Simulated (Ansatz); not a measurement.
Reaction (ligand exchange at the Si–C bond): `C=CSC[SiH3]` + `N[SiH](O)F` → `O[SiH](F)N[SiH3]` + `C=CSC`

Computed with Ansatz on PBE0-D4/def2-TZVP structures; ΔE is electronic, products minus reactants. CBS: MP2 limit from def2 TZ/QZ plus the TZ coupled-cluster correction, frozen cores. This one scheme is used for every species. Functionals use def2-TZVPP. B3LYP here is the variant with VWN-RPA as its local correlation; programs differ in this. One conformer a species, not always the lowest.

```
           species  B3LYP-D4 energy (Eh)
     `C=CSC[SiH3]`            -806.91586
      `N[SiH](O)F`            -522.02624
`O[SiH](F)N[SiH3]`            -812.77720
           `C=CSC`            -516.18738
```

(1) Work out ΔE.

Largest T1 diagnostic among the species: 0.012.

Results:

(1) ΔE = (-812.77720) + (-516.18738) − (-806.91586) − (-522.02624) = -0.02248 Eh = -59.0 kJ/mol. CCSD(T)/CBS gives -57.9 kJ/mol.

From PBE to PBE0 (25 % exact exchange), in def2-TZVPP and without D4, ΔE moves by −3.4 kJ/mol. In def2-TZVPP, CCSD(T) changes the Hartree–Fock value by +15.1 kJ/mol (the triples alone add +2.3 kJ/mol) and MP2 by +15.3 kJ/mol.
